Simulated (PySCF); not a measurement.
Numbering as in the mapped SMILES `[CH3:1][C:2]([CH3:3])([CH3:4])[SiH2:5][O:6][SiH3:7]`; H(Xn) means a hydrogen on atom n.

- GFN2-xTB geometry
- NMR shieldings at PBE0/pcSseg-1/GIAO
- program: PySCF
- single conformer, rapidly exchanging positions averaged, in vacuum, non-relativistic Hamiltonian

**Question.** Predict the 2D correlation tables (HSQC, COSY, HMBC).

**Answer.** 

HSQC (one-bond C–H):
```csv
δH,δC
1.04 (H(C1)/H(C3)/H(C4)),27.2 (C1/C3/C4)
```

HMBC (two and three bonds, from the bond graph):
```csv
δH,δC
4.87 (H(Si5)),"27.2 (C1/C3/C4), 22.8 (C2)"
1.04 (H(C1)/H(C3)/H(C4)),"27.2 (C1/C3/C4), 22.8 (C2)"
```

No COSY cross peaks are expected.

δ = σ(ref) − σ, references computed at the same level: TMS for 1H and 13C.

Short H···H contacts in this conformer between protons four or more bonds apart (candidates for NOE cross peaks, intensity ∝ r⁻⁶): H(C1)···H(Si7) 2.77 Å.

Shifts are as computed. Against solution values, carbons near 30 ppm lie about +3 ppm off and those near 130 ppm about +5 ppm. Of 1211 compounds with measured shifts, 218 miss one by over three times the rms of a fit or turn the order of signals round; such compounds aren't used in these exercises.
